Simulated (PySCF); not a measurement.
# Core-level binding energies of `C=C[C@@H]1BCCC1`

Compound: C6H11B.
Z-matrix (Å and degrees, PBE0-D3(BJ)/def2-SVP geometry), rows numbered from 1:
```
C 
C   1  1.3348
C   2  1.4896  1  126.51
B   3  1.5777  2  120.19  1  -107.41
C   4  1.5645  3  107.42  2  -145.50
C   5  1.5349  4  104.80  3    -9.86
C   6  1.5296  5  104.90  4    29.49
H   1  1.0949  2  121.46  3    -1.05
H   1  1.0928  2  121.52  3   178.43
H   2  1.0986  1  118.32  3  -179.49
H   3  1.1180  2  108.69  1     4.24
H   4  1.2089  3  125.53  2    34.58
H   5  1.1142  4  101.67  3   104.33
H   5  1.1006  4  118.36  3  -141.13
H   6  1.1043  5  109.28  4   -87.64
H   6  1.1014  5  114.00  4   153.34
H   7  1.1016  3  113.03  2   -69.79
H   7  1.1055  3  108.78  2    48.31
```

Method used: PySCF 2.14.0, delta-SCF UKS SCAN, pcX-2 on the ionised atom, pcseg-1 elsewhere, spin-free X2C. Binding energies are ΔSCF values: E(core-ionised, relaxed orbitals) − E(ground state) at a fixed geometry, referred to the vacuum level.

Problem. Give the core binding energies atom by atom.

Solution. 
```tsv
atom(s)	bonded to	level	binding energy (eV)	above the level's lowest (eV)	count
C6	2 C and 2 H	C 1s	290.42	+0.68	1
C7	2 C and 2 H	C 1s	290.33	+0.59	1
C2	C (double bond), C and H	C 1s	290.33	+0.59	1
C3	2 C, H and B	C 1s	290.06	+0.32	1
C5	C, 2 H and B	C 1s	290.00	+0.26	1
C1	C (double bond) and 2 H	C 1s	289.74	0.00	1
B4	2 C and H	B 1s	195.48	0.00	1
```

Lowest listed C 1s: C1, bonded to C (double bond) and 2 H. Highest, 0.68 eV above it: C6, bonded to 2 C and 2 H. The widest gap between neighbouring values is 0.27 eV, between 290.06 and 290.33 eV. Summing the Pauling electronegativity differences to the bonded atoms, each weighted by its formal bond order, gives -0.70 for the lowest site and -0.70 for the highest; the largest sum, -0.35, belongs to C2, 0.09 eV below the top. The smallest sum, -1.21, belongs to C5, 0.26 eV above the lowest. The values 290.33 and 290.33 eV lie too close for their order to be trusted.

Problem. Which photon wavelength matches the C 1s of C1 threshold?

Solution. λ = hc/E = 12398.42 eV Å / 289.74 eV = 42.792 Å.

Problem. Express the binding energy of C 1s of C1 in atomic units and per mole.

Solution. 289.74 eV = 10.6477 Eh = 27956 kJ/mol.

The unrestricted hole states depart most from a pure doublet (⟨S²⟩ = 0.75; over 0.85 named) for B 1s of B4 (0.91), which makes this value less certain. One conformer (not necessarily the lowest) at the PBE0-D3(BJ)/def2-SVP geometry, without solvent, vibrations or thermal averaging.
